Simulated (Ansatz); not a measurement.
`C[O][SnH2][F]` → `[F][SnH3]` + `C=O`  (β-hydride elimination)

Gas-phase electronic energies from Ansatz, PBE0-D4/def2-TZVP geometries. CCSD(T)/CBS is the MP2 limit (def2-TZVPP, def2-QZVPP) plus CCSD(T) − MP2 in def2-TZVPP, frozen cores. This one scheme is used for every species. Functionals use def2-TZVPP. Elements past krypton have def2 core potentials. For Sn outer-core shells are correlated without core-valence functions, which leaves a few kJ/mol of doubt a bond. One conformer a species, not always the lowest.

| species | LC-ωPBE energy (Eh) |
| --- | --- |
| `C[O][SnH2][F]` | -430.51289 |
| `[F][SnH3]` | -315.98474 |
| `C=O` | -114.47680 |

Problem. Work out ΔE.

Solution. ΔE = (-315.98474) + (-114.47680) − (-430.51289) = 0.05135 Eh = +134.8 kJ/mol. CCSD(T)/CBS gives +138.0 kJ/mol.

Problem. What do rigid-rotor, harmonic-oscillator terms from PBE0-D4/def2-TZVP frequencies (298.15 K, 1 bar) make of the CCSD(T)/CBS value? (An estimate is asked.)

Solution. Ansatz gave: ΔZPE = -22.1 kJ/mol, ΔH = +118.2 kJ/mol, ΔS = 134 J/(mol·K), ΔG = +78.3 kJ/mol.

Largest T1 diagnostic among the species: 0.015.

Leaving LDA and LC-ωPBE aside and taking each functional with its dispersion term where it has one, the values, not all of them listed here, spread over 25.4 kJ/mol, from BLYP-D4 to r2SCAN0-D4. LDA lies +38.6 kJ/mol from PBE without D4. From PBE to PBE0 (25 % exact exchange), in def2-TZVPP and without D4, ΔE moves by +7.8 kJ/mol.
